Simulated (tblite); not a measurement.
A geometry optimisation, step by step.

Compound: C4H6F3O2 (doublet state).
Numbering: `[CH3:1][C@@H:2]([CH:3][OH:4])[O:5][C:6]([F:7])([F:8])[F:9]` (hydrogens: H10, H11, H12 on C1; H13 on C2; H14 on C3; H15 on O4)

Computed with GFN2-xTB (tblite), gas phase: L-BFGS steps from a force-field or distance-geometry start until the largest atomic force falls under 0.01 eV/Å. 7 of its 127 geometries are shown.

Step 0: E = -921.6554 eV, largest atomic force 3.805 eV/Å
```
atom  x, y, z in Å  |  force x, y, z in eV/Å
C1     -0.886   -0.832   -0.953   -1.822  -0.710  -1.431
C2     -0.122    0.225   -0.226    0.636   0.586  -0.082
C3     -0.999    1.331    0.280   -1.893  -1.131  -0.544
O4     -1.970    0.900    1.177    0.585   0.946   0.583
O5      0.591   -0.408    0.817    3.758   0.333   0.494
C6      1.961   -0.282    0.549   -1.528  -1.127   0.746
F7      2.228   -0.887   -0.666    0.296   0.658   1.522
F8      2.668   -0.939    1.541   -0.945   1.306  -1.802
F9      2.378    1.015    0.438   -0.212  -1.656   0.360
H10    -1.410   -0.319   -1.797    0.174  -0.502   0.561
H11    -0.231   -1.584   -1.425   -0.197   0.284   0.517
H12    -1.667   -1.326   -0.318    0.861   0.455  -0.471
H13     0.615    0.632   -0.920   -0.165   0.395  -0.259
H14    -1.539    1.738   -0.601    0.398   0.329   0.710
H15    -1.623    0.744    2.085    0.054  -0.165  -0.902
```

Step 21: E = -922.5830 eV, largest atomic force 0.143 eV/Å
```
atom  x, y, z in Å  |  force x, y, z in eV/Å
C1     -0.903   -0.903   -1.012   -0.022  -0.017   0.027
C2     -0.203    0.288   -0.342   -0.038   0.069  -0.052
C3     -1.126    1.313    0.207   -0.004  -0.030  -0.021
O4     -1.800    1.113    1.369   -0.090   0.037  -0.090
O5      0.604   -0.238    0.771   -0.010   0.045   0.011
C6      1.900   -0.281    0.585   -0.031  -0.052   0.029
F7      2.277   -0.931   -0.534   -0.021   0.020  -0.036
F8      2.469   -0.919    1.603    0.056  -0.013   0.081
F9      2.494    0.925    0.503   -0.072  -0.008  -0.038
H10    -1.475   -0.548   -1.863    0.042   0.001  -0.012
H11    -0.158   -1.621   -1.345   -0.034  -0.025  -0.050
H12    -1.579   -1.389   -0.316   -0.003  -0.009   0.069
H13     0.459    0.759   -1.077    0.052   0.051   0.027
H14    -1.562    2.053   -0.440    0.041  -0.027   0.087
H15    -1.400    0.389    1.865    0.133  -0.040  -0.033
```

Step 42: E = -922.5960 eV, largest atomic force 0.047 eV/Å
```
atom  x, y, z in Å  |  force x, y, z in eV/Å
C1     -0.908   -0.896   -1.014    0.009  -0.025  -0.005
C2     -0.204    0.300   -0.359    0.029  -0.024  -0.002
C3     -1.136    1.303    0.200    0.014   0.018   0.010
O4     -1.810    1.045    1.348   -0.006   0.003   0.021
O5      0.595   -0.224    0.773   -0.019  -0.012   0.012
C6      1.890   -0.280    0.596   -0.008  -0.004  -0.003
F7      2.267   -0.996   -0.482    0.003   0.002  -0.007
F8      2.464   -0.849    1.654   -0.013   0.019  -0.012
F9      2.476    0.923    0.435   -0.016  -0.016  -0.015
H10    -1.497   -0.549   -1.858    0.014   0.034   0.006
H11    -0.174   -1.616   -1.367    0.011  -0.035  -0.003
H12    -1.568   -1.376   -0.298    0.006  -0.012   0.020
H13     0.469    0.774   -1.079    0.017   0.028  -0.020
H14    -1.521    2.111   -0.385   -0.019   0.040  -0.017
H15    -1.346    0.337    1.816   -0.022  -0.015   0.016
```

Step 63: E = -922.5982 eV, largest atomic force 0.024 eV/Å
```
atom  x, y, z in Å  |  force x, y, z in eV/Å
C1     -0.901   -0.892   -1.015    0.001  -0.006  -0.001
C2     -0.202    0.301   -0.351   -0.013   0.013  -0.008
C3     -1.131    1.305    0.211   -0.014  -0.004  -0.004
O4     -1.827    1.037    1.345    0.001  -0.005  -0.002
O5      0.596   -0.229    0.780   -0.006   0.002  -0.003
C6      1.889   -0.284    0.591   -0.012   0.008  -0.001
F7      2.259   -1.055   -0.453    0.006   0.003   0.008
F8      2.483   -0.786    1.670   -0.002  -0.009  -0.007
F9      2.459    0.914    0.354    0.023   0.002  -0.007
H10    -1.493   -0.533   -1.852    0.003   0.001   0.000
H11    -0.167   -1.607   -1.377    0.006  -0.009  -0.005
H12    -1.557   -1.385   -0.302    0.000   0.007   0.011
H13     0.471    0.782   -1.068    0.008   0.000   0.003
H14    -1.486    2.142   -0.355    0.011  -0.008   0.014
H15    -1.396    0.300    1.799   -0.011   0.007   0.003
```

Step 84: E = -922.6044 eV, largest atomic force 0.041 eV/Å
```
atom  x, y, z in Å  |  force x, y, z in eV/Å
C1     -0.863   -0.903   -1.004    0.000  -0.004   0.004
C2     -0.231    0.332   -0.358    0.009  -0.001   0.004
C3     -1.216    1.283    0.188    0.014  -0.034   0.007
O4     -1.892    1.005    1.328   -0.011   0.013  -0.014
O5      0.604   -0.143    0.793    0.002  -0.007   0.003
C6      1.883   -0.281    0.569    0.007  -0.001  -0.003
F7      2.185   -1.200   -0.373    0.002   0.002  -0.015
F8      2.501   -0.667    1.684   -0.002   0.003   0.003
F9      2.495    0.846    0.154    0.010   0.007   0.005
H10    -1.466   -0.585   -1.850   -0.012  -0.001   0.009
H11    -0.095   -1.587   -1.356    0.004  -0.006   0.004
H12    -1.497   -1.421   -0.290   -0.011   0.008   0.005
H13     0.421    0.840   -1.073    0.004   0.000   0.002
H14    -1.296    2.296   -0.150   -0.012   0.039  -0.002
H15    -1.539    0.193    1.717   -0.004  -0.015  -0.011
```

Step 105: E = -922.6092 eV, largest atomic force 0.024 eV/Å
```
atom  x, y, z in Å  |  force x, y, z in eV/Å
C1     -0.867   -0.903   -0.949   -0.005  -0.001   0.003
C2     -0.219    0.343   -0.346   -0.006  -0.010  -0.013
C3     -1.191    1.304    0.195   -0.001  -0.017   0.006
O4     -1.991    0.978    1.237    0.013  -0.001  -0.006
O5      0.648   -0.119    0.802   -0.006   0.000  -0.015
C6      1.919   -0.270    0.546   -0.003   0.005   0.005
F7      2.185   -1.183   -0.415    0.013  -0.001   0.004
F8      2.561   -0.673    1.640    0.005  -0.008  -0.002
F9      2.537    0.853    0.125   -0.011   0.008   0.002
H10    -1.477   -0.605   -1.798    0.003  -0.002   0.008
H11    -0.111   -1.606   -1.288   -0.008   0.009   0.006
H12    -1.501   -1.395   -0.215    0.001  -0.012  -0.005
H13     0.428    0.833   -1.076    0.002   0.006   0.007
H14    -1.183    2.348   -0.050    0.011   0.021  -0.004
H15    -1.741    0.106    1.570   -0.007   0.004   0.004
```

Step 126: E = -922.6120 eV, largest atomic force 0.006 eV/Å
```
atom  x, y, z in Å  |  force x, y, z in eV/Å
C1     -0.915   -0.934   -0.932   -0.002   0.002  -0.001
C2     -0.219    0.296   -0.355    0.002   0.000   0.002
C3     -1.136    1.308    0.183    0.000   0.002  -0.002
O4     -1.979    1.023    1.202    0.001  -0.005   0.003
O5      0.649   -0.204    0.784   -0.001  -0.002  -0.002
C6      1.931   -0.240    0.551   -0.001   0.000   0.000
F7      2.278   -1.022   -0.496   -0.001   0.002   0.000
F8      2.579   -0.717    1.612    0.001   0.001   0.001
F9      2.476    0.963    0.272    0.003   0.000  -0.001
H10    -1.547   -0.627   -1.761    0.000   0.002  -0.004
H11    -0.180   -1.649   -1.293   -0.002  -0.001   0.004
H12    -1.531   -1.417   -0.177    0.002  -0.002   0.000
H13     0.441    0.750   -1.097    0.000  -0.001   0.000
H14    -1.030    2.357   -0.021    0.000   0.000   0.000
H15    -1.821    0.121    1.509   -0.002   0.003  -0.001
```

Question: Summarise the path.

Answer: The energy falls by 22.06 kcal/mol from step 0 to step 126; nine tenths of that is first reached at step 13. It rises by more than 0.2 meV at steps 71, 74 and 77. The largest force goes from 3.805 to 0.006 eV/Å. Among the bonds C2–O5 changes most, from 1.414 to 1.517 Å; the atoms move by 0.390 Å rms after alignment.

The cost below is that of the whole relaxation. Time: 0.67 s wall. Hardware: an Arm Neoverse V1 with one thread, on a shared host.
